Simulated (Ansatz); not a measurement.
Cost and result for the atomization energy of `[C]#C[SiH2]C` radical (9 atoms, 8 bonds).

Cartesian coordinates in Å:
```
C 2.744 1.222 0.243
C 1.561 0.971 0.339
Si -0.220 0.551 0.454
C -0.583 -0.966 -0.566
H -0.988 1.726 -0.032
H -0.535 0.328 1.887
H -1.644 -1.219 -0.502
H -0.332 -0.795 -1.614
H -0.003 -1.818 -0.208
```

Total charge 0; spin multiplicity 2. The geometry is a stationary point of PBE0-D4/def2-TZVP. Program: Ansatz. All runs use 4 threads of an AMD EPYC 7B13 on a shared host. Times are those of one run each, without the atoms' runs, and a repeat can differ threefold. Electronic energies, without spin–orbit coupling; frozen cores. CCSD(T)/CBS adds CCSD(T) − MP2 in def2-TZVPP to the MP2 limit, and its time is that of the two runs behind it. T1 = 0.045; ⟨S²⟩ of the reference is 1.15. HSE06 is the plane-wave form, built on full-range PBE exchange.

CCSD(T)/CBS is a level of theory with its own doubt, some kJ/mol a heavy atom from the limit and from the frozen cores, so smaller differences don't rank the functionals.

```tsv
level	functions	wall time	atomization (kJ/mol)	difference from CCSD(T)/CBS	per bond
revPBE-D4/def2-TZVPP	205	4.5 s	3297.2	-3.3	-0.4
PBE0-D4/def2-TZVPP	205	4.5 s	3316.9	16.4	2.1
BLYP-D4/def2-TZVPP	205	5.5 s	3299.5	-1.0	-0.1
HSE06-D4/def2-TZVPP	205	5.5 s	3319.3	18.8	2.4
r2SCANh-D4/def2-TZVPP	205	7.5 s	3306.8	6.3	0.8
BHLYP-D4/def2-TZVPP	205	8 s	3217.8	-82.7	-10.3
B2PLYP/def2-TZVPP	205	9 s	3275.1	-25.4	-3.2
CCSD(T)/def2-SVP	85	9.5 s	3142.5	-158.0	-19.7
B97M-V/def2-TZVPP	205	13 s	3315.8	15.3	1.9
ωB97X-V/def2-TZVPP	205	18 s	3299.0	-1.5	-0.2
MP2/def2-QZVPP	391	2.1 min	3262.5	-38.0	-4.8
CCSD(T)/def2-TZVPP	205	2.1 min	3222.3	-78.2	-9.8
CCSD(T)/CBS(def2)	–	4.1 min	3300.5	0.0	0.0
```

From PBE to PBE0 (25 % exact exchange), in def2-TZVPP and without D4, the atomization energy moves by −50.8 kJ/mol: exact exchange takes away binding that semilocal exchange gives to molecules. The D4 term adds +26.4 kJ/mol with B3LYP and +13.8 kJ/mol with PBE0; it sums over pairs of atoms, weighted by their polarisabilities, and B3LYP, whose exchange is more repulsive, gets the larger term. Leaving LDA and LC-ωPBE aside and taking each functional with its dispersion term where it has one, the values, not all of them listed here, spread over 152.4 kJ/mol, from BHLYP-D4 to PBE-D4. LDA lies +386.6 kJ/mol from PBE without D4, its usual overbinding.

B3LYP here is the variant with VWN-RPA as its local correlation; programs differ in this.
